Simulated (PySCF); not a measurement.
Spin-rotation constants: SMILES Cc1nnc(C(C)=O)n1C, C₆H₉N₃O

Geometry:
| atom | x (Å) | y (Å) | z (Å) |
| --- | --- | --- | --- |
| C1 | 3.217 | 0.259 | -0.161 |
| C2 | 1.958 | -0.146 | 0.547 |
| O3 | 1.945 | -0.718 | 1.618 |
| C4 | 0.734 | 0.201 | -0.177 |
| N5 | 0.700 | 0.923 | -1.277 |
| N6 | -0.564 | 1.068 | -1.650 |
| C7 | -1.323 | 0.439 | -0.783 |
| C8 | -2.797 | 0.354 | -0.818 |
| N9 | -0.551 | -0.131 | 0.180 |
| C10 | -1.010 | -0.913 | 1.293 |
| H11 | 3.497 | -0.545 | -0.841 |
| H12 | 4.020 | 0.396 | 0.559 |
| H13 | 3.049 | 1.155 | -0.750 |
| H14 | -3.161 | 0.907 | -1.678 |
| H15 | -3.118 | -0.685 | -0.894 |
| H16 | -3.223 | 0.778 | 0.091 |
| H17 | -1.709 | -0.328 | 1.895 |
| H18 | -1.518 | -1.811 | 0.934 |
| H19 | -0.154 | -1.195 | 1.902 |

The calculation used PySCF 2.14.0, GIAO B97-2/pcSseg-1 magnetisability, rotational g tensor and spin-rotation constants, non-relativistic, gas phase. Geometry: GFN2-xTB.

Q: Give the nuclear spin-rotation constants along the inertial axes (H = +C I·J) beside the isotropic shieldings.

A: Rotational constants 2.6864, 1.0600, 0.7719 GHz. A star marks the isotopologue with that one atom substituted, in its own axes.
```
atom  isotope  Caa (kHz)  Cbb (kHz)  Ccc (kHz)  mean (kHz)  σ (ppm)
  N5      14N      0.843      0.228      0.046       0.372   -120.2
  N6      14N      0.770      0.214      0.049       0.344    -92.3
  N9      14N      0.288      0.172      0.045       0.169     75.4
 H11       1H     -0.270     -0.114      0.019      -0.121     29.3
 H12       1H      0.047     -0.117     -0.072      -0.047     29.8
 H13       1H     -0.218      0.012     -0.058      -0.088     27.5
 H14       1H     -0.090     -0.034     -0.084      -0.069     28.7
 H15       1H     -0.246     -0.083     -0.017      -0.115     29.6
 H16       1H     -0.248     -0.074     -0.023      -0.115     29.6
 H17       1H     -0.183     -0.090     -0.016      -0.097     28.6
 H18       1H     -0.208     -0.096     -0.005      -0.103     28.7
 H19       1H      0.053     -0.056     -0.065      -0.023     25.5
  C1     13C*      0.403      0.167      0.130       0.233    157.3
  C2     13C*      1.514      0.462      0.177       0.718     -8.4
  O3     17O*     -1.776     -0.985     -0.014      -0.925   -259.0
  C4     13C*      1.306      0.375      0.156       0.612     34.0
  C7     13C*      1.315      0.372      0.166       0.618     30.0
  C8     13C*      0.354      0.149      0.100       0.201    173.1
 C10     13C*      0.494      0.142      0.123       0.253    156.0
```
For the geometry as given, no vibrational averaging.
